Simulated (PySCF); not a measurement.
Excitation energy of Tl²⁺ by level of theory

Tl²⁺ [Xe] 4f14 5d10 6s1 (2S) → Tl²⁺ [Xe] 4f14 5d10 6p1 (2P), as a difference of total energies. All numbers are calculated (PySCF 2.14, the spin-free X2C one-electron Hamiltonian (Gaussian nucleus), in aug-cc-pVTZ-DK3 (9s8p6d3f, 84 functions)). The calculations carry no spin-orbit coupling.

```csv
method,excitation energy (eV)
UHF,8.740
LDA,9.412
PBE,9.242
PBE0,9.185
r2SCAN,9.311
B3LYP,9.233
MN15,9.249
```

A first-order spin-orbit estimate (lowest level to lowest level, LS coupling) adds -0.985 eV.
